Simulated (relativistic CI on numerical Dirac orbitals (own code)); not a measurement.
# d1 to d9 in one octahedral field

Computed with a parametric ligand-field model without spin-orbit coupling, by exact diagonalisation: B = 330, C = 1370, 10Dq = 35000 cm⁻¹ (Oh; |10Dq|/B = 106.1) for every shell. Energies in cm⁻¹; the field energy is (0.6 n_e − 0.4 n_t2) × 10Dq of the ground term; g labels are left out. So small a B with so large a field is typical of 4d and 5d ions, where spin-orbit coupling, left out here, reaches 1,000 to 4,000 cm⁻¹.

```csv
Shell,Ground term,Electrons in e,Field energy,First spin-allowed bands,Lowest term of other spin
d1,2T2,0.000,-14000,2E 35000,
d2,3T1,0.003,-27906,"3T2 34113, 3T1 38176",1T2 4785
d3,4A2,0.000,-42000,"4T2 35000, 4T1 38838",2E 6862
d4,3T1,0.005,-55842,"3E 33538, 3T1 33874",1T2 4368
d5,?,?,?,?,?
d6,1A1,0.007,-83744,"1T1 33848, 1T2 38856",3T1 31017
d7,2E,1.004,-62848,"2T1 33788, 2T2 34163",4T1 28269
d8,3A2,2.000,-42000,"3T2 35000, 3T1 38838",1E 5361
d9,2E,3.000,-21000,2T2 35000,
```

Fill in the row of d5.

Ground term: 2T2; Electrons in e: 0.009; Field energy: -69679; First spin-allowed bands: 2A2 32959, 2T1 33078; Lowest term of other spin: 4T1 28175. Low spin: d4, d5, d6, d7; the other shells keep the spin of the free ion. Only d4 to d7 can choose; the field needed to pair spins is smallest for d6 and largest for d5, which loses most exchange energy. In the strong-field picture 10Dq must exceed about 6B + 5C = 8830 (d4), 7.5B + 5C = 9325 (d5), 2.5B + 4C = 6305 (d6) and 4B + 4C = 6800 (d7); mixing of terms shifts these bounds somewhat.
